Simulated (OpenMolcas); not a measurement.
Ionisation energies of selenium

```
Program             : OpenMolcas
Basis               : ANO-R3 [7s6p5d4f2g]
Scalar Hamiltonian  : X2C, finite nucleus
Spin-orbit coupling : state interaction with AMFI integrals over the reference wave functions, term energies averaged over their components
```

Active shells in each charge state: the valence s, p shells, with orbitals averaged over the low states. Where CASPT2's correlated closed shells are named, they are those of the first ion.

A. CASSCF
B. SS-CASPT2, IPEA 0.25 Eh, imaginary shift 0.1 Eh (closed shells correlated: 3s 3p 3d)

Energies in eV between the lowest computed levels (charge -1 gives the electron affinity), named as in B; reference values from the NIST Atomic Spectra Database with their kind.

| From | To | A | B | Spin-orbit share in B | Reference |
| --- | --- | --- | --- | --- | --- |
| Se- 4s² 4p⁵ ²P°_3/2 | Se 4s² 4p⁴ ³P₂ | 0.791 | 1.628 | -0.037 |  |
| Se 4s² 4p⁴ ³P₂ | Se+ 4s² 4p³ ⁴S°_3/2 | 8.475 | 9.500 | +0.103 | 9.752 (measured) |
| Se+ 4s² 4p³ ⁴S°_3/2 | Se2+ 4s² 4p² ³P₀ | 20.311 | 21.181 | -0.311 | 21.196 (measured) |
| Se2+ 4s² 4p² ³P₀ | Se3+ 4s² 4p ²P°_1/2 | 30.663 | 31.632 | +0.008 | 31.697 (measured) |
| Se3+ 4s² 4p ²P°_1/2 | Se4+ 4s² ¹S₀ | 41.680 | 42.869 | +0.324 | 42.947 (measured) |
| Se4+ 4s² ¹S₀ | Se5+ 4s ²S_1/2 | 66.689 | 67.534 | +0.000 | 68.300 (semi-empirical) |
| Se5+ 4s ²S_1/2 | Se6+ 3d¹⁰ ¹S₀ | 80.745 | 81.866 | +0.000 | 81.830 (measured) |

Error against the reference values, in %:

```tsv
From	Reference	A	B
Se	measured	-13.1	-2.6
Se+	measured	-4.2	-0.1
Se2+	measured	-3.3	-0.2
Se3+	measured	-3.0	-0.2
Se4+	semi-empirical	-2.4	-1.1
Se5+	measured	-1.3	0
```

Mean absolute error over the 5 measured values: A 1.11 eV, B 0.09 eV. B lies closest.

No diffuse functions were added, so the electron affinity comes out too small, and without dynamic correlation a bound anion can come out unbound.

° marks odd parity.
